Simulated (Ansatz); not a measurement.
InSiH₃Cl₂⁺, that is InCl2(SiH3) with one electron fewer. The state is a doublet with charge 1. Geometry PBE0-D4/def2-SVP, that of the neutral singlet; atoms count from 1.

```csv
atom,x (Å),y (Å),z (Å)
In1,-0.882,0.768,0.536
Cl2,-2.947,0.037,1.387
Cl3,-0.633,3.085,0.841
Si4,0.867,-0.757,-0.549
H5,1.661,0.028,-1.536
H6,0.177,-1.897,-1.217
H7,1.756,-1.263,0.538
```

In the def2 sets In takes a core potential; there is no spin–orbit coupling.

(1) Estimate the Mulliken populations from the PBE0/def2-TZVP orbitals of Ansatz.

(2) Where does the spin sit?

(3) And the Mayer bond orders between bonded heavy atoms (over 0.3)?

Results:

(1) 
| atom | charge (e) | spin (α − β) |
| --- | --- | --- |
| In1 | 0.90 | 0.05 |
| Cl2 | -0.11 | 0.30 |
| Cl3 | -0.11 | 0.30 |
| Si4 | 0.01 | 0.29 |
| H5 | 0.10 | 0.02 |
| H6 | 0.10 | 0.02 |
| H7 | 0.10 | 0.02 |
Mulliken values and Mayer orders depend strongly on the basis.

(2) Summed by element: In 0.05, Cl 0.60, Si 0.29, H 0.06, of 1 unpaired in all. Largest on single atoms: Cl2 0.30, Cl3 0.30, Si4 0.29.

(3) In1–Cl2 1.03 (2.35 Å); In1–Cl3 1.03 (2.35 Å); In1–Si4 0.64 (2.56 Å).
